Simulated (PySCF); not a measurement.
Compound: C₇H₇N₂ (doublet state).
Geometry (GFN2-xTB, Å), atoms numbered from 1 in this order:
```xyz
16
C7H7N2 angstrom
C      3.1672    1.1601    0.7426
C      2.0708    0.3558    0.2776
C      1.1369   -0.3113   -0.1118
C      0.0924   -1.1013   -0.5723
C      0.4100   -2.3199   -1.1771
N      0.6584   -3.3273   -1.6773
C     -1.2737   -0.7227   -0.4527
N     -1.6137    0.3789    0.0975
C     -2.9859    0.7203    0.2022
H      3.7332    0.6141    1.4985
H      3.8357    1.3885   -0.0885
H      2.7973    2.0900    1.1731
H     -2.0084   -1.4340   -0.8602
H     -3.1369    1.6864   -0.2847
H     -3.2239    0.8549    1.2600
H     -3.6670   -0.0236   -0.2357
```

The hyperfine couplings belong to this conformer and change with its torsions.

As a line formula: `CC#C[C](C#N)/C=N/C` [radical].

The calculation used PySCF 2.14.0, UKS B3LYP, pcH-1 on C H N, non-relativistic, mean-field spin-orbit, GIAO. One conformer (not necessarily the lowest) at the GFN2-xTB geometry, without solvent, vibrations or thermal averaging. The geometry wasn't refined by DFT: couplings that depend on bond lengths, twists or pyramidal angles can differ widely from those at the functional's own minimum. The SCF solution wasn't tested for stability. ⟨S²⟩ is 0.778 where a pure state has 0.75.

(1) The isotropic 14N couplings are +12.3, +5.4 MHz. Assign them to N6; N8.

(2) Match the computed a_iso(1H) values +33.6, +30.0, +7.0 MHz (means over equivalent nuclei) with the sites H10/H11/H12; H13; H14/H15/H16.

## Answers

(1) 
```csv
site,a_iso (MHz),ρ(0) (bohr⁻³),position,distance from C4 (Å),spin population,largest |T| (MHz)
N6,+5.4,+0.0166,2 bonds from C4,2.55,+0.23,19.8
N8,+12.3,+0.0380,2 bonds from C4,2.36,+0.32,30.0
```

(2) 
```json
{"site": "H10/H11/H12", "a_iso (MHz)": "+30.0", "ρ(0) (bohr⁻³)": "+0.0067", "position": "2 bonds from C2", "distance from C4 (Å)": "4.53", "bound to": "C1", "spin population there": "-0.03", "largest |T| (MHz)": "3.6"}
{"site": "H13", "a_iso (MHz)": "+7.0", "ρ(0) (bohr⁻³)": "+0.0016", "position": "2 bonds from C4, on C7 of spin population -0.18", "distance from C4 (Å)": "2.15", "bound to": "C7", "spin population there": "-0.18", "largest |T| (MHz)": "5.1"}
{"site": "H14/H15/H16", "a_iso (MHz)": "+33.6", "ρ(0) (bohr⁻³)": "+0.0075", "position": "4 bonds from C4", "distance from C4 (Å)": "4.16", "bound to": "C9", "spin population there": "-0.02", "largest |T| (MHz)": "3.9"}
```

ρ(0) is the spin density at the nucleus and T the dipolar tensor; entries for several nuclei are means. Largest spin populations (Mulliken): C4 (+0.54), C2 (+0.34), N8 (+0.32) and N6 (+0.23). Four atoms exceed +0.15. The positive populations add up to 1.51 and the negative ones to -0.51, together 2S = 1. The angles at C4 add up to 360.0°, so it is planar. Main spin sites, with 60 % or more of the largest population: C2, C4; positions count bonds from the nearest.

Nuclei that the bonding pattern makes equivalent are averaged, as if the motion that swaps them (rotation, inversion, ring flip) were fast. The three 1H nuclei of mean +33.6 MHz run from 0.0 to 51.4 MHz in the frozen geometry. The three 1H nuclei of mean +30.0 MHz run from 4.1 to 43.8 MHz in the frozen geometry.

The SMILES `CC#C[C](C#N)/C=N/C` draws the unpaired electron on C4, whose computed spin population is only +0.54.

On one thread of an Arm Neoverse V1, no GPU, on a shared host, this took 97 s wall (grids of density and orbitals included) and 0.98 GiB of memory at its peak.
